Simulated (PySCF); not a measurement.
Species: C4H8O4.
Bonds: O1–C2, C2–C3, C3–O4, O4–C5, C5–O6, O6–C7, C7–O8, C3–O8. Hydrogens: H9 on O1; H10, H11 on C2; H12 on C3; H13, H14 on C5; H15, H16 on C7.

The closed-shell ground state was solved at several levels (PySCF, density fitting, gas phase, non-relativistic). The structure is a single GFN2-xTB conformer in the gas phase; no vibrational or solvent corrections.

```
         level  basis functions  HOMO (eV)  LUMO (eV)  gap (eV)  dipole (D)
 PBE0/pcSseg-1              176      -7.95       1.55      9.50        1.91
PBE0/def2-SVPD              236      -8.12       0.67      8.79        1.90
```

What might B3LYP/def2-SVPD (236 basis functions) give for the same quantities?

HOMO -7.89 eV, LUMO 0.37 eV, gap 8.26 eV, dipole 1.92 D.

Over all these levels, which gives the widest orbital gap and which the narrowest?

PBE0/pcSseg-1 (global hybrid, 25 % exact exchange) has the widest, 9.50 eV, and B3LYP/def2-SVPD (global hybrid, 20 % exact exchange) the narrowest, 8.26 eV. Functional and basis both differ between the two, so the spread mixes both effects.

How far do the dipole and the HOMO energy spread over the levels?

The dipole runs from 1.90 to 1.92 D (mean 1.91 D) and the HOMO from -8.12 to -7.89 eV.
